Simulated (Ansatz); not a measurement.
`CC#[N+][Al-]([Cl])([Cl])[Cl]`, relaxed with RKS PBE0-D4/def2-TZVP in the Gaussian-basis code of Ansatz from a PBE-D4/def2-SVP geometry. The force threshold is 0.005 eV/Å; the program also tests the step.

The species carries charge 0 and has multiplicity 1.

Start:

```xyz
10

C    -0.241    2.176   -0.529
C    -0.081    0.780   -0.187
N     0.047   -0.344    0.087
Al    0.251   -2.272    0.552
Cl    2.350   -2.518    0.318
Cl   -0.985   -3.164   -0.931
Cl   -0.494   -2.277    2.544
H     0.065    2.811    0.327
H     0.389    2.424   -1.407
H    -1.302    2.384   -0.774
```

```
         step  energy (eV)  largest force (eV/Å)  largest move (Å)
            1  -47767.4618                 1.986             0.000
            2  -47767.5193                 0.252             0.027
            3  -47767.5215                 0.051             0.006
            4  -47767.5217                 0.017             0.004
            5  -47767.5217                 0.004             0.008
            6  -47767.5217                 0.009             0.010
            7  -47767.5218                 0.005             0.002
            8  -47767.5218                 0.002             0.008
            9  -47767.5218                 0.014             0.030
           10  -47767.5218                 0.013             0.005
           11  -47767.5219                 0.022             0.031
           12  -47767.5219                 0.029             0.019
           13  -47767.5220                 0.033             0.018
           14  -47767.5220                 0.035             0.020
           15  -47767.5221                 0.034             0.020
           16  -47767.5221                 0.044             0.031
           17  -47767.5222                 0.041             0.012
           18  -47767.5222                 0.027             0.009
           19  -47767.5223                 0.007             0.028
           20  -47767.5224                 0.012             0.028
21 (rejected)  -47767.5224                 0.057             0.049
           22  -47767.5225                 0.004             0.022
           23  -47767.5225                 0.032             0.039
           24  -47767.5225                 0.015             0.003
           25  -47767.5226                 0.001             0.006
```

End:

```xyz
10

C    -0.237    2.162   -0.525
C    -0.085    0.772   -0.187
N     0.035   -0.331    0.080
Al    0.245   -2.236    0.543
Cl    2.296   -2.532    0.155
Cl   -1.097   -3.141   -0.806
Cl   -0.329   -2.236    2.570
H    -0.260    2.758    0.390
H     0.603    2.480   -1.145
H    -1.169    2.304   -1.074
```

Run time 3.1 min (4 threads of an Arm Neoverse V2 on a shared host); peak host memory 0.97 GiB.
